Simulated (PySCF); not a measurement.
**C7H11S: g tensor and hyperfine couplings**

C7H11S (doublet state).
Structure used (GFN2-xTB), in Å, numbered top down from 1:
```
atom  x, y, z in Å
C1    -3.670    0.589    0.102
S2    -2.817   -0.440    1.153
C3    -1.507   -1.043    0.028
C4    -0.558    0.074   -0.403
C5     0.254    0.567    0.751
C6     1.578    0.494    0.897
C7     2.526   -0.069   -0.037
C8     3.834   -0.109    0.194
H9    -3.739    0.323   -0.936
H10   -4.456    1.163    0.550
H11   -2.004   -1.488   -0.834
H12   -0.975   -1.817    0.580
H13   -1.158    0.901   -0.798
H14    0.076   -0.303   -1.206
H15   -0.336    1.006    1.545
H16    2.016    0.893    1.804
H17    2.139   -0.480   -0.959
H18    4.259    0.289    1.101
H19    4.527   -0.539   -0.510
```

The hyperfine couplings belong to this conformer and change with its torsions.

As a line formula: `C=C/C=C\CCS[CH2]` [radical].

Theory: UKS B3LYP, pcH-1 on C H S, non-relativistic, mean-field spin-orbit, GIAO in PySCF 2.14.0. Geometry: GFN2-xTB, one conformer, isolated molecule. A GFN2-xTB geometry isn't a minimum of the functional, and hyperfine couplings can be far from their values at a DFT geometry. Stability of the SCF solution: not tested.

```json
{
 "g1, g2, g3": "2.00201, 2.00538, 2.00892",
 "g_iso": "2.00544",
 "Form of g": "rhombic: the two nearest values differ by 49 % of g3 − g1",
 "⟨S²⟩": "0.7543 (exact 0.7500)",
 "α and β electrons": "35, 34",
 "HOMO–LUMO gap, α and β orbitals": "3.98, 4.68 eV"
}
```

Hyperfine couplings atom by atom, in mT; T1 to T3 are the principal values of the dipolar part (MHz turned into mT with g_iso):

```json
{"atom": "C1", "isotope": "13C", "a_iso": "4.55", "of which spin–orbit": "0.01", "T1": "-2.39", "T2": "-2.36", "T3": "4.74", "Mulliken spin population": "0.83"}
{"atom": "S2", "isotope": "33S", "a_iso": "0.28", "of which spin–orbit": "-0.01", "T1": "-0.98", "T2": "-0.84", "T3": "1.82", "Mulliken spin population": "0.20"}
{"atom": "C3", "isotope": "13C", "a_iso": "0.16", "of which spin–orbit": "0.00", "T1": "-0.06", "T2": "-0.03", "T3": "0.08", "Mulliken spin population": "0.00"}
{"atom": "C4", "isotope": "13C", "a_iso": "0.03", "of which spin–orbit": "0.00", "T1": "-0.08", "T2": "-0.03", "T3": "0.11", "Mulliken spin population": "0.01"}
{"atom": "C5", "isotope": "13C", "a_iso": "0.08", "of which spin–orbit": "0.00", "T1": "-0.02", "T2": "-0.01", "T3": "0.03", "Mulliken spin population": "0.00"}
{"atom": "C6", "isotope": "13C", "a_iso": "0.02", "of which spin–orbit": "0.00", "T1": "-0.01", "T2": "0.00", "T3": "0.01", "Mulliken spin population": "0.00"}
{"atom": "C7", "isotope": "13C", "a_iso": "0.00", "of which spin–orbit": "0.00", "T1": "0.00", "T2": "0.00", "T3": "0.01", "Mulliken spin population": "0.00"}
{"atom": "C8", "isotope": "13C", "a_iso": "0.00", "of which spin–orbit": "0.00", "T1": "0.00", "T2": "0.00", "T3": "0.00", "Mulliken spin population": "0.00"}
{"atom": "H9", "isotope": "1H", "a_iso": "-0.89", "of which spin–orbit": "0.00", "T1": "-1.11", "T2": "-0.05", "T3": "1.16", "Mulliken spin population": "-0.02"}
{"atom": "H10", "isotope": "1H", "a_iso": "-1.72", "of which spin–orbit": "0.00", "T1": "-1.12", "T2": "-0.07", "T3": "1.19", "Mulliken spin population": "-0.03"}
{"atom": "H11", "isotope": "1H", "a_iso": "0.29", "of which spin–orbit": "0.00", "T1": "-0.11", "T2": "-0.07", "T3": "0.18", "Mulliken spin population": "0.00"}
{"atom": "H12", "isotope": "1H", "a_iso": "-0.06", "of which spin–orbit": "0.00", "T1": "-0.10", "T2": "-0.06", "T3": "0.16", "Mulliken spin population": "0.00"}
{"atom": "H13", "isotope": "1H", "a_iso": "-0.05", "of which spin–orbit": "0.00", "T1": "-0.18", "T2": "-0.10", "T3": "0.29", "Mulliken spin population": "0.00"}
{"atom": "H14", "isotope": "1H", "a_iso": "-0.02", "of which spin–orbit": "0.00", "T1": "-0.06", "T2": "-0.03", "T3": "0.10", "Mulliken spin population": "0.00"}
{"atom": "H15", "isotope": "1H", "a_iso": "0.02", "of which spin–orbit": "0.00", "T1": "-0.07", "T2": "-0.06", "T3": "0.13", "Mulliken spin population": "0.00"}
{"atom": "H16", "isotope": "1H", "a_iso": "-0.01", "of which spin–orbit": "0.00", "T1": "-0.02", "T2": "-0.02", "T3": "0.03", "Mulliken spin population": "0.00"}
{"atom": "H17", "isotope": "1H", "a_iso": "0.00", "of which spin–orbit": "0.00", "T1": "-0.02", "T2": "-0.01", "T3": "0.03", "Mulliken spin population": "0.00"}
{"atom": "H18", "isotope": "1H", "a_iso": "0.00", "of which spin–orbit": "0.00", "T1": "-0.01", "T2": "-0.01", "T3": "0.01", "Mulliken spin population": "0.00"}
{"atom": "H19", "isotope": "1H", "a_iso": "0.00", "of which spin–orbit": "0.00", "T1": "-0.01", "T2": "-0.01", "T3": "0.01", "Mulliken spin population": "0.00"}
```

Largest spin populations (Mulliken): C1 (+0.83) and S2 (+0.20). The angles at C1 add up to 353.7°, so it is slightly pyramidal.

Axes: g2 points within 15° of the C1–S2 bond and g3 points within 5° of the S2–C3 bond.

Under fast tumbling the dipolar parts average out, and these isotropic splittings remain: 1 × 1H (H10, I = 1/2, 2 lines) with 1.72 mT, 1 × 1H (H9, I = 1/2, 2 lines) with 0.89 mT, 2 × 1H (H11/H12, I = 1/2, 3 lines) with 0.11 mT and 2 × 1H (H13/H14, I = 1/2, 3 lines) with 0.04 mT.

Means are taken over nuclei equivalent by connectivity, which assumes that they swap fast. H9 and H10 aren't averaged: C1 is flat or nearly so (angle sum 354°), and its turn about the short C1–S2 bond (1.70 Å) is taken as slow. The 1H value of +3.2 MHz is a mean of couplings from -1.7 to 8.1 MHz in this one geometry, not an average over conformers.

The 33S coupling of S2 (8.0 MHz) shows only in satellite lines or after enrichment, since that isotope makes up about 0.76 % of natural sulfur.

The 13C coupling of C1 (127.8 MHz) shows only in satellite lines or after enrichment, since that isotope makes up about 1.07 % of natural carbon.
